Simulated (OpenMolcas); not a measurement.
## Mn3+, Tc3+, Re3+: d4 down the group

```
Program             : OpenMolcas
Method              : CASSCF
Basis               : ANO-RCC-VQZP
Scalar Hamiltonian  : DKH2, point nucleus
Spin-orbit coupling : state interaction with AMFI integrals over the reference wave functions, term energies averaged over their components
```

Active space for each ion: 4 electrons in 10 orbitals (d d).

Computed levels in cm-1 above 5D0:

```json
{"Level": "5D1", "Mn3+": "101", "Tc3+": "320", "Re3+": "2587"}
{"Level": "5D2", "Mn3+": "298", "Tc3+": "894", "Re3+": "5335"}
{"Level": "5D3", "Mn3+": "586", "Tc3+": "1655", "Re3+": "7863"}
{"Level": "5D4", "Mn3+": "954", "Tc3+": "2554", "Re3+": "10064"}
{"Level": "3H4", "Mn3+": "23003", "Tc3+": "17779", "Re3+": "18894"}
{"Level": "3H5", "Mn3+": "23226", "Tc3+": "18538", "Re3+": "23060"}
{"Level": "3H6", "Mn3+": "23476", "Tc3+": "19236", "Re3+": "25076"}
{"Level": "3P0(1)", "Mn3+": "24702", "Tc3+": "17915", "Re3+": "17431"}
{"Level": "3P1(1)", "Mn3+": "25297", "Tc3+": "19673", "Re3+": "23609"}
{"Level": "weight of 5D in the lowest level (%)", "Mn3+": "100", "Tc3+": "98", "Re3+": "78"}
```

Mixed levels, with the weight of the term that names them: Re3+ 3H4 (63 %), Re3+ 3P0(1) (65 %).

Measured, with the error of the calculation in %. Measured levels: Mn3+ from Corliss and Sugar, J. Phys. Chem. Ref. Data 6, 1253 (1977); Re3+ from the list in Brasseur, Gamrath and Quinet, At. Data Nucl. Data Tables 157, 101636 (2024).

```
 Level           Mn3+           Re3+
   5D1    99.0 (+1.9)   3084 (-16.1)
   5D2     287 (+4.0)   5979 (-10.8)
   5D3     552 (+6.1)    8350 (-5.8)
   5D4     886 (+7.7)   10121 (-0.6)
   3H4   21281 (+8.1)  16946 (+11.5)
   3H5   21475 (+8.2)  20930 (+10.2)
   3H6   21679 (+8.3)   22896 (+9.5)
3P0(1)  20654 (+19.6)               
3P1(1)  21279 (+18.9)  19340 (+22.1)
```

The fine-structure level 5D4 changes by a factor of 10.5 from Mn3+ to Re3+.

Without spin-orbit coupling 3H lies 22700, 17144, 16123 cm-1 above 5D in that order; the difference to the level 3H4, of either sign, comes from spin-orbit coupling, which also lowers the zero.

Without dynamic correlation excited terms often stand tens of per cent too high (terms of higher spin than the ground term too low), and those without a measured partner can miss by more than the paired ones. Active for correlation alone: 4d; no level in the range computed is led by a configuration that fills it, so any true level of that kind is missing (holds for Mn3+). Active for correlation alone: 5d; no level in the range computed is led by a configuration that fills it, so any true level of that kind is missing (holds for Tc3+). Active for correlation alone: 6d; no level in the range computed is led by a configuration that fills it, so any true level of that kind is missing (holds for Re3+). Measured partners are found by configuration, term and J. A level has none where our copy of the source lacks it or the pairing is in doubt (some pairs that miss far off the trend of their configuration count as doubtful), and it then counts in no deviation. Levels of configurations outside the active space are missing.

A number in round brackets counts repeated terms of one configuration in the order of the reference energies.
